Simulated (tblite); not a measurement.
Species: C6H8B2FN.
Atom-mapped SMILES: `[BH2:1][N:2]([BH:3][F:4])[c:5]1[cH:6][cH:7][cH:8][cH:9][cH:10]1` (hydrogens: H11, H12 on B1; H13 on B3; H14 on C6; H15 on C7; H16 on C8; H17 on C9; H18 on C10)

Computed with GFN2-xTB (tblite), gas phase: L-BFGS steps from a force-field or distance-geometry start until the largest atomic force falls under 0.01 eV/Å.

Step 31: E = -738.3532 eV
```
atom  x, y, z in Å  |  force x, y, z in eV/Å
B1     -1.8813   -1.0672    1.3843   -0.156  -0.185   0.166
N2     -1.5021   -0.0806    0.4219   -0.177   0.221   0.475
B3     -2.4505    0.7855   -0.1315    0.231   0.350  -0.270
F4     -2.0379    1.6230   -1.0760   -0.014   0.209  -0.259
C5     -0.1373   -0.0087    0.0338   -0.095   0.109  -0.368
C6      0.5194   -1.1549   -0.3970    0.293   0.056   0.116
C7      1.8606   -1.0833   -0.7439    0.049   0.114   0.058
C8      2.5400    0.1351   -0.6855   -0.128  -0.209  -0.078
C9      1.8620    1.2786   -0.2720    0.173  -0.160  -0.077
C10     0.5207    1.2218    0.0829    0.350  -0.197   0.044
H11    -1.5970   -2.1890    1.1749    0.110   0.121   0.391
H12    -2.4665   -0.6888    2.3390   -0.124  -0.312  -0.326
H13    -3.5904    0.7931    0.0800   -0.212  -0.116   0.262
H14    -0.0214   -2.0981   -0.4135    0.249   0.265  -0.124
H15     2.3598   -2.0023   -1.0383    0.043   0.286  -0.037
H16     3.5917    0.1898   -0.9764   -0.407  -0.022   0.162
H17     2.3956    2.2239   -0.2150   -0.146  -0.181  -0.042
H18     0.0255    2.1285    0.4206   -0.037  -0.347  -0.097
```

Step 32: E = -738.3886 eV
```
atom  x, y, z in Å  |  force x, y, z in eV/Å
B1     -1.8846   -1.0726    1.3827   -0.077  -0.572   0.321
N2     -1.4966   -0.0857    0.4394   -0.082   0.436   0.358
B3     -2.4433    0.7909   -0.1067   -0.100   0.467  -0.365
F4     -2.0415    1.6114   -1.0748   -0.072   0.087  -0.103
C5     -0.1368   -0.0013    0.0226   -0.114   0.205  -0.217
C6      0.5129   -1.1510   -0.4084    0.207   0.077   0.132
C7      1.8545   -1.0913   -0.7515    0.077   0.150   0.101
C8      2.5385    0.1266   -0.6860   -0.133  -0.176  -0.100
C9      1.8683    1.2810   -0.2802    0.091  -0.194  -0.033
C10     0.5222    1.2339    0.0718    0.320  -0.256   0.033
H11    -1.4190   -2.1707    1.2055   -0.337   0.637   0.683
H12    -2.6229   -0.7180    2.2675    0.291  -0.568  -0.702
H13    -3.5906    0.8138    0.1276    0.082  -0.095   0.189
H14    -0.0440   -2.0870   -0.4159    0.337   0.292  -0.175
H15     2.3441   -2.0234   -1.0290    0.064   0.396  -0.058
H16     3.5926    0.1741   -0.9707   -0.410  -0.016   0.169
H17     2.4102    2.2263   -0.2128   -0.204  -0.328  -0.083
H18     0.0270    2.1494    0.4074    0.061  -0.542  -0.148
```

Step 33: E = -738.4719 eV
```
atom  x, y, z in Å  |  force x, y, z in eV/Å
B1     -1.9068   -1.0779    1.4002    0.111   0.085  -0.148
N2     -1.4972   -0.0898    0.4574    0.053   0.569   0.064
B3     -2.4212    0.8013   -0.1136   -0.234   0.560  -0.324
F4     -2.0328    1.5820   -1.1348   -0.162  -0.264   0.307
C5     -0.1381   -0.0133    0.0097   -0.104   0.141   0.077
C6      0.5234   -1.1580   -0.4150    0.056   0.124   0.089
C7      1.8628   -1.0919   -0.7617   -0.007   0.196   0.161
C8      2.5343    0.1280   -0.6883   -0.040  -0.031  -0.083
C9      1.8678    1.2842   -0.2829   -0.088  -0.192   0.053
C10     0.5235    1.2216    0.0721    0.100  -0.203  -0.024
H11    -1.4265   -2.1294    1.2315   -0.031  -0.121   0.576
H12    -2.6572   -0.7564    2.2528    0.005  -0.317  -0.383
H13    -3.5571    0.8727    0.1939    0.225  -0.055   0.012
H14    -0.0270   -2.0918   -0.4333    0.232   0.126  -0.136
H15     2.3614   -2.0167   -1.0371    0.073   0.328  -0.078
H16     3.5843    0.1802   -0.9631   -0.199  -0.013   0.092
H17     2.3976    2.2372   -0.2040   -0.179  -0.418  -0.118
H18    -0.0002    2.1245    0.4046    0.188  -0.516  -0.140
```

Question: Estimate the geometry and energy of step 34. (The exact step hangs on the optimiser's Hessian estimate; all steps are aligned on step 33, rigid shifts and turns removed.)

Answer: E = -738.5417 eV, largest force 0.720 eV/Å
```
atom  x, y, z in Å  |  force x, y, z in eV/Å
B1     -1.9202   -1.0945    1.3977    0.544   0.171  -0.440
N2     -1.5065   -0.0825    0.4704    0.184   0.425  -0.151
B3     -2.4214    0.8197   -0.1145   -0.362   0.251  -0.040
F4     -2.0537    1.6017   -1.1332   -0.002  -0.219   0.243
C5     -0.1497   -0.0005   -0.0009    0.103   0.017   0.374
C6      0.5264   -1.1428   -0.4084   -0.173   0.067  -0.004
C7      1.8615   -1.0921   -0.7586   -0.026   0.134   0.107
C8      2.5339    0.1192   -0.6919    0.013   0.141  -0.027
C9      1.8770    1.2769   -0.2885   -0.191  -0.124   0.090
C10     0.5354    1.2208    0.0707   -0.124  -0.164  -0.086
H11    -1.3661   -2.1298    1.2959   -0.172   0.154   0.469
H12    -2.7087   -0.7981    2.2068   -0.171  -0.245  -0.207
H13    -3.5555    0.8702    0.1978    0.149   0.000   0.015
H14    -0.0220   -2.0693   -0.4369    0.079  -0.115  -0.106
H15     2.3589   -2.0127   -1.0407    0.054   0.227  -0.057
H16     3.5765    0.1696   -0.9602    0.100  -0.012  -0.006
H17     2.4075    2.2270   -0.2134   -0.138  -0.360  -0.099
H18     0.0176    2.1235    0.3964    0.131  -0.349  -0.075
```

The energy changes by -0.0697 eV. The first-order estimate −F·Δx gives -0.1018 eV and the mean of the old and new forces, exact on a quadratic surface, -0.0694 eV. The step makes an angle of 63° with the force vector and moves no atom by more than 0.088 Å.

What follows is the cost of the whole relaxation. The run took 2.4 s of wall time on one thread, Intel Xeon at 2.50 GHz (x86_64), shared host with 64 logical CPUs at a one-minute load of 62.
